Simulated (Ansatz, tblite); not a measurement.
Series NiX2(PH3)2: E(high spin) − E(low spin) (eV) at several levels, gas phase, relaxed structures; Ansatz, xTB through tblite. Each state is relaxed at the level in the geometry column; the other columns are single points. xTB has no spin-polarisation term. Singlets are spin-restricted. Names give formal oxidation states. The structures are stationary points that may keep the symmetry of their start. Remarks come from the PBE and PBE0 runs and from stability tests at other levels; not every state was tested.

```json
{"species": "trans-NiCl2(PH3)2 (NiP2H6Cl2)", "state": "triplet − singlet", "geometry": "PBE-D4/def2-SVP", "GFN2-xTB": "1.21", "PBE-D4/def2-TZVP": "0.82", "r2SCAN-D4/def2-TZVP": "0.49", "PBE0-D4/def2-TZVP": "0.29", "remarks": "restricted SCF unstable in HF (singlet)"}
{"species": "NiH2(PH3)2 (NiP2H8)", "state": "triplet − singlet", "geometry": "PBE-D4/def2-SVP", "GFN2-xTB": "2.01", "PBE-D4/def2-TZVP": "1.87", "r2SCAN-D4/def2-TZVP": "1.61", "PBE0-D4/def2-TZVP": "1.51", "remarks": "–"}
{"species": "trans-NiH2(PH3)2 (NiP2H8)", "state": "triplet − singlet", "geometry": "PBE-D4/def2-SVP", "GFN2-xTB": "1.70", "PBE-D4/def2-TZVP": "1.39", "r2SCAN-D4/def2-TZVP": "1.26", "PBE0-D4/def2-TZVP": "1.22", "remarks": "–"}
{"species": "cis-NiCl2(PH3)2 (NiP2H6Cl2)", "state": "triplet − singlet", "geometry": "B3LYP-D4/def2-SVP", "GFN2-xTB": "1.04", "PBE-D4/def2-TZVP": "0.54", "r2SCAN-D4/def2-TZVP": "0.09", "PBE0-D4/def2-TZVP": "-0.18", "remarks": "–"}
```

Task: Estimate the column for GFN1-xTB.

Result: trans-NiCl2(PH3)2 (NiP2H6Cl2) 1.44; NiH2(PH3)2 (NiP2H8) 2.31; trans-NiH2(PH3)2 (NiP2H8) 1.63; cis-NiCl2(PH3)2 (NiP2H6Cl2) 1.22.

Over the 4 species that have every level, the mean is 1.65 at GFN1-xTB, 1.49 at GFN2-xTB, 1.16 at PBE-D4/def2-TZVP, 0.86 at r2SCAN-D4/def2-TZVP, 0.71 at PBE0-D4/def2-TZVP.
